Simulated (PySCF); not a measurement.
In(PH2)3 (H6InP3), SMILES [PH2][In]([PH2])[PH2]. Atoms are numbered in the order given.

```xyz
10

In     0.0106    -0.0017     0.0000
P      0.1103     2.5467     0.0000
H     -0.8609     2.6555     1.0451
H     -0.8609     2.6555    -1.0451
P     -0.1273    -1.2704     2.2069
H      0.8373    -0.4212     2.8356
H      0.8460    -2.2371     1.8012
P     -0.1273    -1.2704    -2.2069
H      0.8460    -2.2371    -1.8012
H      0.8373    -0.4212    -2.8356
```
Charge 0, spin multiplicity 1.

Geometry optimised at B3LYP-D3(BJ)/def2-SVP. The def2 effective core potentials stand for the cores of In; spin–orbit coupling is left out. One conformer was computed; it need not be the lowest.

Method: TDA-PBE0/def2-SVPD (PySCF).

Vertical excitations. The molecule is in vacuum. State labels are in the subgroup Cs.

```
state  symmetry  energy (eV)  λ (nm)      f                                                                   main pairs
-----  --------  -----------  ------  -----  ---------------------------------------------------------------------------
S1           A'         4.19     296  0.002                                                             HOMO−1→LUMO 96 %
S2           A"         4.20     295  0.015                                             HOMO→LUMO 84 %, HOMO→LUMO+1 14 %
S3           A'         5.01     248  0.179                                         HOMO−1→LUMO+1 68 %, HOMO−2→LUMO 26 %
S4           A"         5.04     246  0.316                                                             HOMO→LUMO+1 75 %
S5           A'         5.59     222  0.113                      HOMO−1→LUMO+2 47 %, HOMO−2→LUMO 39 %, HOMO−1→LUMO+1 8 %
S6           A"         5.61     221  0.005                                                             HOMO→LUMO+3 80 %
S7           A"         5.67     219  0.002                                                             HOMO→LUMO+2 73 %
S8           A'         5.76     215  0.005                                                           HOMO−2→LUMO+1 76 %
S9           A'         5.80     214  0.018  HOMO−1→LUMO+3 37 %, HOMO−1→LUMO+2 24 %, HOMO−2→LUMO+1 14 %, HOMO→LUMO+4 8 %
S10          A"         5.81     214  0.003                                         HOMO−1→LUMO+4 71 %, HOMO−3→LUMO 17 %
T1           A"         3.60     344      0                                                               HOMO→LUMO 87 %
T2           A'         3.75     331      0                                                             HOMO−1→LUMO 97 %
T3           A'         3.93     316      0                                                           HOMO−1→LUMO+1 93 %
T4           A"         4.08     304      0                                                             HOMO→LUMO+1 85 %
```
Triplets are in the Tamm–Dancoff approximation.
